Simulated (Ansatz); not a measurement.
C6H8Si, SMILES `[SiH3]c1ccccc1`. The species carries charge 0 and has multiplicity 1. The structure was optimised at the PBE0-D4/def2-TZVP level.

```xyz
15

Si   -2.246    0.833   -0.579
C    -0.549    0.199   -0.124
C    -0.234   -1.155   -0.245
C     1.034   -1.623    0.063
C     2.010   -0.741    0.502
C     1.714    0.608    0.632
C     0.445    1.071    0.322
H    -2.576    2.028    0.242
H    -3.261   -0.229   -0.345
H    -2.310    1.225   -2.013
H    -0.990   -1.858   -0.581
H     1.260   -2.679   -0.035
H     3.002   -1.106    0.746
H     2.473    1.299    0.979
H     0.226    2.128    0.436
```

Q: What is the dipole moment at ωB97M-V/def2-TZVPP? (Best estimate.)

A: Ansatz gave: 0.98 D, with components (0.89, -0.33, 0.24) D in this frame, pointing from negative to positive charge.

Q: And with PBE, r2SCAN, B3LYP? (Estimate.)

A: The calculation gave: PBE 1.01 D, r2SCAN 1.02 D, B3LYP 0.98 D.

Q: Give the Mulliken charges with ωB97M-V, r2SCAN, B3LYP in def2-TZVPP. (Best estimate.)

A: Ansatz gave: 
```csv
atom,ωB97M-V,r2SCAN,B3LYP
Si1,0.21,0.34,0.29
C2,-0.16,-0.16,-0.11
C3,-0.08,-0.04,-0.09
C4,-0.15,-0.15,-0.16
C5,-0.08,-0.04,-0.09
C6,-0.15,-0.15,-0.16
C7,-0.08,-0.04,-0.09
H8,-0.03,-0.08,-0.07
H9,-0.03,-0.08,-0.07
H10,-0.03,-0.07,-0.07
H11,0.11,0.09,0.12
H12,0.12,0.09,0.13
H13,0.12,0.10,0.13
H14,0.12,0.09,0.13
H15,0.11,0.09,0.12
```

B3LYP here is the variant with VWN-RPA as its local correlation; programs differ in this.
